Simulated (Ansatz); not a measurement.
Molecule: B2, charge 0, multiplicity 3. 
Geometry from a B3LYP-D3(BJ)/def2-TZVP (Ansatz, a program for electronic structure) optimisation:
```xyz
2

B      0.0000     0.0000    -0.7840
B      0.0000     0.0000     0.7840
```
Charge 0, spin multiplicity 3.

Property: vertical ionisation energy (to the doublet state of charge +1; each state is the SCF solution reached for its spin; the UHF <S^2> is 1.69 for the doublet (pure: 0.75) and 2.91 for the triplet (pure: 2.00); for the doublet T1 is 0.067; for the triplet T1 is 0.070), in eV. Valence correlation only, unless marked. Open shells are spin-unrestricted. No spin-orbit coupling. Non-relativistic. CBS marks a two-point X^-3 extrapolation of the correlation energy; Hartree-Fock from the larger set. The program attaches cautions to a run behind CCSD/aug-cc-pVDZ: large difference. The program attaches cautions to a run behind CCSD/def2-SVPD: large difference. The program attaches cautions to a run behind CCSD/def2-TZVPPD: large difference. The program attaches cautions to a run behind CCSD/aug-cc-pVQZ: large difference. The program attaches cautions to a run behind CCSD(T)/CBS(aug-cc-pVTZ,aug-cc-pVQZ): large difference.

| level | program | vertical ionisation energy (eV) |
|---|---|---|
| SVWN5/def2-TZVPD | Ansatz | [?] |
| PBE/def2-TZVPD | Ansatz | 9.85 |
| r2SCAN/def2-TZVPD | Ansatz | [?] |
| B3LYP/def2-TZVPD | Ansatz | 9.64 |
| PBE0/def2-TZVPD | Ansatz | 9.73 |
| BHLYP/def2-TZVPD | Ansatz | 9.34 |
| CAM-B3LYP/def2-TZVPD | Ansatz | [?] |
| wB97M-V/def2-TZVPD | Ansatz | 9.54 |
| wB97X-V/def2-TZVPD | Ansatz | 9.49 |
| CCSD/aug-cc-pVDZ | Ansatz | 9.45 |
| CCSD/def2-SVPD | Ansatz | 9.49 |
| CCSD/def2-TZVPPD | Ansatz | 9.52 |
| CCSD/aug-cc-pVQZ | Ansatz | [?] |
| CCSD(T)/CBS(aug-cc-pVTZ,aug-cc-pVQZ) | Ansatz | 9.66 |

Problem. Some entries are withheld; supply them.

Solution. 
- SVWN5/def2-TZVPD, vertical ionisation energy (eV): 10.03
- r2SCAN/def2-TZVPD, vertical ionisation energy (eV): 9.82
- CAM-B3LYP/def2-TZVPD, vertical ionisation energy (eV): 9.59
- CCSD/aug-cc-pVQZ, vertical ionisation energy (eV): 9.53
